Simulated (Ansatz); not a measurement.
Isolated molecules relaxed with PBE0-D4/def2-TZVP in Ansatz; ΔE leaves out vibrations. CCSD(T)/CBS is the MP2 limit (def2-TZVPP, def2-QZVPP) plus CCSD(T) − MP2 in def2-TZVPP, frozen cores. Functionals use def2-TZVPP. B3LYP here is the variant with VWN-RPA as its local correlation; programs differ in this. Each species was taken in one conformer, which may not be the lowest.

Consider the isomerisation: `O/C([SiH3])=C\Cl` → `C=C(Cl)O[SiH3]`.

| level | ΔE (kJ/mol) | difference from CCSD(T)/CBS |
| --- | --- | --- |
| PBE0-D4 | -72.0 | 7.1 |
| B3LYP-D4 | -81.5 | -2.4 |
| ωB97X-V | -80.1 | -1.0 |
| ωB97M-V | -80.9 | -1.8 |
| B2PLYP | -82.1 | -3.0 |
| r2SCAN | -79.0 | 0.1 |
| PBE0 | -71.6 | 7.5 |
| HF/def2-TZVPP | -95.2 | -16.1 |
| MP2/def2-TZVPP | -82.8 | -3.7 |
| SCS-MP2/def2-TZVPP | -85.6 | -6.5 |
| CCSD/def2-TZVPP | -82.5 | -3.4 |
| HF/def2-QZVPP | -95.9 | -16.8 |
| SCS-MP2/def2-QZVPP | -85.2 | -6.1 |
| HF/CBS(def2) | -96.0 | -16.9 |
| MP2/CBS(def2) | -82.1 | -3.0 |
| CCSD/CBS(def2) | -81.7 | -2.6 |
| CCSD(T)/CBS | -79.1 | 0 |

Largest T1 diagnostic among the species: 0.013.

From PBE to PBE0 (25 % exact exchange), in def2-TZVPP and without D4, ΔE moves by −5.0 kJ/mol. In def2-TZVPP, CCSD(T) changes the Hartree–Fock value by +15.3 kJ/mol (the triples alone add +2.6 kJ/mol) and MP2 by +12.4 kJ/mol.
